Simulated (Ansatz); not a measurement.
Calculated with Ansatz (gas phase, PBE0-D4/def2-TZVP geometries, no zero-point term in ΔE). CCSD(T)/CBS is the MP2 limit (def2-TZVPP, def2-QZVPP) plus CCSD(T) − MP2 in def2-TZVPP, frozen cores. This one scheme is used for every species. DFT in def2-TZVPP. Each species was taken in one conformer, which may not be the lowest.

Consider the cleavage of the Si–Si bond: `BS[SiH2][SiH2]C` + `[NH2][AlH2]` → `C[SiH2][NH][AlH2]` + `BS[SiH3]`.

`BS[SiH2][SiH2]C`:

Z-matrix (Å, degrees):
```
Si
S 1 2.170
Si 1 2.339 2 109.0
H 1 1.489 2 105.3 3 119.4
H 1 1.486 2 108.9 3 -124.3
B 2 1.773 1 100.6 3 68.9
C 3 1.874 1 109.9 2 54.8
H 3 1.491 1 109.2 2 176.7
H 3 1.489 1 108.0 2 -66.1
H 6 1.193 2 116.8 1 -179.9
H 6 1.194 2 121.5 1 0.3
H 7 1.092 3 110.9 1 62.1
H 7 1.092 3 110.4 1 -57.8
H 7 1.092 3 110.7 1 -177.8
```

`[NH2][AlH2]`:

Z-matrix (Å, degrees):
```
N
Al 1 1.766
H 1 1.007 2 124.9
H 1 1.007 2 124.9 3 180.0
H 2 1.583 1 117.9 3 -180.0
H 2 1.583 1 117.9 3 0.0
```

`C[SiH2][NH][AlH2]`:

Cartesian coordinates in Å:
```
C 1.304 1.189 -1.005
Si 0.723 0.233 0.491
N -0.426 -0.999 0.098
Al -2.123 -1.167 0.612
H 2.029 1.954 -0.714
H 1.789 0.529 -1.729
H 0.467 1.683 -1.503
H 1.921 -0.354 1.160
H 0.046 1.145 1.452
H -0.068 -1.735 -0.498
H -2.923 -2.433 0.094
H -2.740 -0.048 1.542
```

`BS[SiH3]`:

Cartesian coordinates in Å:
```
B -1.701 0.038 -0.137
S -0.449 -1.074 -0.723
Si 1.300 -0.091 0.065
H -1.421 1.007 0.504
H -2.830 -0.227 -0.412
H 1.216 -0.020 1.543
H 1.411 1.273 -0.503
H 2.473 -0.905 -0.337
```

```
  level  ΔE (kJ/mol)
 PBE-D4        -32.1
PBE0-D4        -38.7
```

(1) What does CCSD(T)/CBS give? (Best estimate.)

Largest T1 diagnostic among the species: 0.014.

Results:

(1) Computed: -53.3 kJ/mol. The listed levels differ from it by 21.2, 14.6 kJ/mol.

The D4 term adds +4.6 kJ/mol with B3LYP and +3.0 kJ/mol with PBE0; it sums over pairs of atoms, weighted by their polarisabilities, and B3LYP, whose exchange is more repulsive, gets the larger term. From PBE to PBE0 (25 % exact exchange), in def2-TZVPP and without D4, ΔE moves by −6.8 kJ/mol.

B3LYP here is the variant with VWN-RPA as its local correlation; programs differ in this.
